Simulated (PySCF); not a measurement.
Record of a relaxation.

C₂H₆F₂GeO.
Bonds: O1–C2, C2–C3, C3–Ge4, Ge4–F5, Ge4–F6. Hydrogens: H7 on O1; H8, H9 on C2; H10, H11 on C3; H12 on Ge4.

Computed by this run: PBE0-D3(BJ)/def2-SVP geometry optimisation, gas phase (PySCF 2.14.0); density fitting, grid level 1; the optimiser is geomeTRIC in internal coordinates, started from a GFN2-xTB structure with every atom displaced at random (about 0.01 Å). 9 of its 13 geometries are shown. The frame can shift and turn from step to step; on so coarse a grid that alone can change the energy by a few meV, and forces under 0.02 eV/Å are noise.

Step 0: E = -66141.4032 eV, largest atomic force 2.027 eV/Å
```
atom  x, y, z in Å  |  force x, y, z in eV/Å
O1      1.170    0.359   -1.038    0.126   0.479  -0.529
C2      1.240    0.160    0.351    0.197   0.011   0.325
C3      0.023   -0.694    0.698    0.439   0.703  -0.038
Ge4    -1.390   -0.048   -0.487   -1.568   0.215   1.266
F5     -2.911   -0.797    0.081    0.994   0.293  -0.212
F6     -1.718    1.636   -0.093    0.395  -0.446  -0.012
H7      1.820    1.021   -1.327   -0.328  -0.297   0.172
H8      2.205   -0.334    0.595   -0.238  -0.010   0.244
H9      1.197    1.123    0.911   -0.012  -0.245  -0.189
H10    -0.251   -0.593    1.761   -0.215   0.007  -0.174
H11     0.225   -1.744    0.503   -0.054  -0.487  -0.169
H12    -1.568   -0.116   -1.965    0.263  -0.224  -0.683
```

Step 2: E = -66141.5416 eV, largest atomic force 0.238 eV/Å
```
atom  x, y, z in Å  |  force x, y, z in eV/Å
O1      1.166    0.367   -1.113   -0.017  -0.054   0.041
C2      1.249    0.129    0.279   -0.045   0.045  -0.070
C3      0.028   -0.694    0.647    0.044   0.041  -0.025
Ge4    -1.470   -0.012   -0.393   -0.006   0.004   0.238
F5     -2.916   -0.659    0.346    0.159   0.111  -0.121
F6     -1.550    1.692   -0.040   -0.015  -0.108  -0.043
H7      1.810    1.034   -1.371   -0.017   0.011   0.017
H8      2.187   -0.400    0.535   -0.015  -0.013   0.044
H9      1.232    1.078    0.843    0.003   0.008  -0.005
H10    -0.236   -0.590    1.710   -0.001  -0.034   0.012
H11     0.173   -1.766    0.441   -0.057   0.020  -0.070
H12    -1.633   -0.206   -1.895   -0.034  -0.030  -0.018
```

Step 3: E = -66141.5465 eV, largest atomic force 0.076 eV/Å
```
atom  x, y, z in Å  |  force x, y, z in eV/Å
O1      1.158    0.361   -1.109    0.038  -0.019   0.011
C2      1.248    0.128    0.281   -0.012  -0.002  -0.018
C3      0.030   -0.697    0.648   -0.011   0.021   0.072
Ge4    -1.457   -0.009   -0.390   -0.045   0.027   0.037
F5     -2.911   -0.638    0.338    0.042   0.039  -0.021
F6     -1.536    1.696   -0.051    0.007  -0.031  -0.011
H7      1.793    1.037   -1.368   -0.014   0.015  -0.007
H8      2.185   -0.400    0.541    0.002   0.006   0.011
H9      1.228    1.078    0.845    0.000   0.004  -0.010
H10    -0.234   -0.601    1.712    0.009  -0.042   0.006
H11     0.165   -1.768    0.430   -0.007   0.009  -0.057
H12    -1.628   -0.214   -1.890   -0.007  -0.027  -0.014
```

Step 4: E = -66141.5495 eV, largest atomic force 0.079 eV/Å
```
atom  x, y, z in Å  |  force x, y, z in eV/Å
O1      1.162    0.357   -1.106    0.022  -0.020  -0.016
C2      1.247    0.125    0.285    0.012  -0.009   0.017
C3      0.030   -0.703    0.648   -0.033   0.027   0.056
Ge4    -1.453   -0.005   -0.387   -0.017   0.023  -0.074
F5     -2.914   -0.605    0.341   -0.041  -0.012   0.044
F6     -1.517    1.702   -0.068    0.017   0.031   0.007
H7      1.783    1.047   -1.361   -0.014   0.008   0.007
H8      2.185   -0.399    0.550    0.001   0.004   0.003
H9      1.222    1.075    0.848   -0.005   0.002  -0.007
H10    -0.232   -0.622    1.713    0.014  -0.037  -0.003
H11     0.157   -1.770    0.410    0.030   0.000  -0.039
H12    -1.631   -0.227   -1.886    0.015  -0.016   0.005
```

Step 6: E = -66141.5556 eV, largest atomic force 0.078 eV/Å
```
atom  x, y, z in Å  |  force x, y, z in eV/Å
O1      1.180    0.342   -1.095   -0.002  -0.002  -0.036
C2      1.240    0.117    0.298    0.029  -0.005   0.058
C3      0.028   -0.727    0.635   -0.043   0.006  -0.019
Ge4    -1.448    0.011   -0.385    0.008  -0.016  -0.072
F5     -2.923   -0.508    0.375   -0.053  -0.028   0.050
F6     -1.444    1.727   -0.112    0.009   0.041   0.007
H7      1.751    1.080   -1.332    0.000   0.005   0.009
H8      2.180   -0.392    0.585    0.000   0.001  -0.005
H9      1.188    1.068    0.858   -0.004   0.001  -0.009
H10    -0.225   -0.709    1.705    0.005  -0.015  -0.003
H11     0.157   -1.777    0.330    0.041  -0.003   0.007
H12    -1.646   -0.259   -1.875    0.010   0.015   0.012
```

Step 8: E = -66141.5572 eV, largest atomic force 0.030 eV/Å
```
atom  x, y, z in Å  |  force x, y, z in eV/Å
O1      1.198    0.347   -1.091   -0.009   0.003   0.011
C2      1.236    0.122    0.303    0.000   0.004  -0.010
C3      0.030   -0.740    0.617    0.014   0.001  -0.023
Ge4    -1.455    0.008   -0.384   -0.002  -0.008   0.029
F5     -2.923   -0.501    0.400    0.017   0.002  -0.016
F6     -1.432    1.726   -0.108   -0.002  -0.012   0.001
H7      1.750    1.104   -1.313    0.002   0.002   0.004
H8      2.177   -0.376    0.605    0.000   0.002   0.005
H9      1.163    1.072    0.862   -0.004   0.000   0.002
H10    -0.221   -0.757    1.687   -0.002  -0.001   0.001
H11     0.182   -1.779    0.284   -0.006  -0.001   0.000
H12    -1.666   -0.252   -1.873   -0.007   0.008  -0.004
```

Step 9: E = -66141.5575 eV, largest atomic force 0.037 eV/Å
```
atom  x, y, z in Å  |  force x, y, z in eV/Å
O1      1.205    0.358   -1.089   -0.005   0.006   0.023
C2      1.234    0.128    0.305   -0.010   0.002  -0.033
C3      0.034   -0.747    0.605    0.027  -0.006   0.001
Ge4    -1.458    0.002   -0.384   -0.005   0.004   0.036
F5     -2.920   -0.519    0.405    0.024   0.007  -0.027
F6     -1.438    1.718   -0.093   -0.004  -0.021   0.002
H7      1.751    1.121   -1.303    0.002   0.002   0.000
H8      2.177   -0.363    0.612    0.002   0.003   0.006
H9      1.147    1.076    0.866   -0.004  -0.001   0.007
H10    -0.218   -0.778    1.675   -0.002   0.002   0.000
H11     0.199   -1.781    0.263   -0.018   0.001  -0.009
H12    -1.676   -0.241   -1.874   -0.007   0.000  -0.005
```

Step 10: E = -66141.5577 eV, largest atomic force 0.040 eV/Å
```
atom  x, y, z in Å  |  force x, y, z in eV/Å
O1      1.211    0.379   -1.086   -0.004   0.004   0.028
C2      1.231    0.137    0.307   -0.009   0.002  -0.039
C3      0.041   -0.757    0.590    0.028  -0.011   0.021
Ge4    -1.460   -0.007   -0.383   -0.010   0.015   0.023
F5     -2.914   -0.548    0.406    0.017   0.009  -0.025
F6     -1.447    1.704   -0.069   -0.005  -0.019   0.002
H7      1.750    1.149   -1.287    0.001   0.001   0.000
H8      2.178   -0.343    0.619    0.003   0.004   0.003
H9      1.126    1.079    0.874   -0.001  -0.002   0.010
H10    -0.212   -0.809    1.659    0.001   0.004  -0.002
H11     0.219   -1.783    0.232   -0.019   0.001  -0.015
H12    -1.685   -0.227   -1.876   -0.002  -0.008  -0.005
```

Step 12: E = -66141.5579 eV, largest atomic force 0.023 eV/Å
```
atom  x, y, z in Å  |  force x, y, z in eV/Å
O1      1.209    0.421   -1.071    0.003   0.003  -0.003
C2      1.227    0.148    0.315   -0.001   0.000   0.007
C3      0.053   -0.773    0.571   -0.010  -0.006   0.014
Ge4    -1.457   -0.020   -0.385    0.003   0.012  -0.019
F5     -2.910   -0.587    0.386   -0.011  -0.003   0.006
F6     -1.461    1.685   -0.040   -0.003   0.004   0.002
H7      1.737    1.204   -1.253   -0.001   0.002   0.001
H8      2.181   -0.320    0.624    0.001  -0.002  -0.007
H9      1.098    1.074    0.903    0.004  -0.003   0.006
H10    -0.200   -0.859    1.638    0.001  -0.001  -0.003
H11     0.243   -1.786    0.182    0.005  -0.001  -0.003
H12    -1.680   -0.213   -1.883    0.008  -0.006   0.001
```

Q: Summarise the path.

A: The energy falls by 0.1547 eV from step 0 to step 12; nine tenths of that is first reached at step 3. It falls at every step. The largest force goes from 2.027 to 0.023 eV/Å. Among the bonds Ge4–F5 changes most, from 1.788 to 1.740 Å; the atoms move by 0.179 Å rms after alignment.

Q: Follow the three bonds and two angles with the largest change from start to end.

A: 
```csv
step,E above end (eV),largest force (eV/Å),Ge4–F5 (Å),Ge4–H12 (Å),Ge4–F6 (Å),C3–Ge4–H12 (°),F5–Ge4–H12 (°)
0,0.1547,2.027,1.788,1.491,1.760,132.3,101.2
1,0.0663,1.254,1.705,1.534,1.721,124.3,109.2
2,0.0163,0.238,1.749,1.524,1.743,124.4,106.3
3,0.0114,0.076,1.743,1.524,1.740,124.4,105.6
4,0.0084,0.079,1.739,1.526,1.738,124.2,105.2
5,0.0048,0.120,1.738,1.527,1.737,123.5,105.1
6,0.0023,0.078,1.738,1.527,1.738,123.0,105.3
7,0.0011,0.031,1.740,1.527,1.739,122.8,105.6
8,0.0007,0.030,1.741,1.526,1.740,122.9,105.8
9,0.0004,0.037,1.741,1.526,1.740,123.1,106.0
10,0.0002,0.040,1.741,1.526,1.740,123.3,106.0
11,0.0001,0.031,1.740,1.526,1.740,123.4,105.9
12,0.0000,0.023,1.740,1.526,1.740,123.2,105.8
```

The cost below is that of the whole optimisation. On Arm Neoverse V1, one thread, shared host, this took 2.1 min of wall time and 0.50 GiB of memory at its peak.
